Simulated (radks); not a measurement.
Problem. These are the eigenvalues of the occupied orbitals of an atom or ion with whole-number occupations (eV). Method: scalar-relativistic Kohn-Sham, PBEsol, spin-unpolarised, spherical densities, point nucleus; computed with a radial shooting solver on a logarithmic mesh with Libxc functionals.

orbital  eigenvalue
1s        -70055.72
2s        -12573.37
2p        -11069.30
3s        -3344.158
3p        -2898.674
3d        -2386.896
4s        -1122.524
4p        -971.5572
4d        -781.2503
4f        -569.7676

Which element is it, and in what charge state? The configuration may be excited.

Solution. Z = 74, tungsten, charge +21: W21+ in [Kr] 4d10 4f7. The list shows which subshells hold electrons but not how many an open one holds; the 1s level, -2574.5 hartree, gives Z - s = 71.8 by -(Z - s)^2/2, which with screening and relativity narrows Z to a few neighbours, and the depths of the outer levels then fix element, charge and occupations together.
